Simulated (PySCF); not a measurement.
CH₃ISTe. Atoms are numbered in the order given.

```xyz
7

Te     0.3306    -0.8006     0.7569
I     -1.2378     1.3216    -0.1132
S      2.1752    -0.7955    -0.7677
C      1.5461    -1.6862    -2.2400
H      1.2060    -2.7061    -1.9809
H      2.4014    -1.7469    -2.9432
H      0.7252    -1.1150    -2.7141
```

Geometry: PBE-D3(BJ)/def2-SVP. This is a generated structure with no PubChem entry under its InChIKey; it may be hypothetical. The def2 effective core potentials stand for the cores of I, Te; spin–orbit coupling is left out. One conformer was computed; it need not be the lowest.

Calculation: PBE-D3(BJ)/def2-SVP run with PySCF.

Frequencies are harmonic and unscaled.

Q: List the normal modes with their intensities. (An estimate is asked for; the answer gives what the named calculation found.)

A: 
```json
[
 {"mode": "1", "ν (cm⁻¹)": "54", "IR (km/mol)": "1.1", "moving atoms (share of kinetic energy)": "C 45 %, I 19 %, H 17 %, Te 14 %"},
 {"mode": "2", "ν (cm⁻¹)": "103", "IR (km/mol)": "0.8", "moving atoms (share of kinetic energy)": "S 48 %, H 30 %, C 9 %"},
 {"mode": "3", "ν (cm⁻¹)": "144", "IR (km/mol)": "0.3", "moving atoms (share of kinetic energy)": "H 76 %, S 17 %"},
 {"mode": "4", "ν (cm⁻¹)": "182", "IR (km/mol)": "12.9", "moving atoms (share of kinetic energy)": "Te 52 %, I 45 %"},
 {"mode": "5", "ν (cm⁻¹)": "191", "IR (km/mol)": "0.3", "moving atoms (share of kinetic energy)": "C 46 %, H 23 %, S 17 %, Te 14 %"},
 {"mode": "6", "ν (cm⁻¹)": "351", "IR (km/mol)": "13.1", "moving atoms (share of kinetic energy)": "S 78 %, Te 18 %"},
 {"mode": "7", "ν (cm⁻¹)": "674", "IR (km/mol)": "2.9", "moving atoms (share of kinetic energy)": "C 58 %, S 31 %, H 11 %"},
 {"mode": "8", "ν (cm⁻¹)": "919", "IR (km/mol)": "3.1", "moving atoms (share of kinetic energy)": "H 82 %, C 16 %"},
 {"mode": "9", "ν (cm⁻¹)": "923", "IR (km/mol)": "6.2", "moving atoms (share of kinetic energy)": "H 80 %, C 17 %"},
 {"mode": "10", "ν (cm⁻¹)": "1269", "IR (km/mol)": "8.5", "moving atoms (share of kinetic energy)": "H 86 %, C 13 %"},
 {"mode": "11", "ν (cm⁻¹)": "1380", "IR (km/mol)": "12.6", "moving atoms (share of kinetic energy)": "H 96 %"},
 {"mode": "12", "ν (cm⁻¹)": "1395", "IR (km/mol)": "10.6", "moving atoms (share of kinetic energy)": "H 95 %"},
 {"mode": "13", "ν (cm⁻¹)": "2977", "IR (km/mol)": "9.9", "moving atoms (share of kinetic energy)": "H 98 %"},
 {"mode": "14", "ν (cm⁻¹)": "3087", "IR (km/mol)": "0.5", "moving atoms (share of kinetic energy)": "H 90 %, C 10 %"},
 {"mode": "15", "ν (cm⁻¹)": "3106", "IR (km/mol)": "1.4", "moving atoms (share of kinetic energy)": "H 90 %, C 10 %"}
]
```
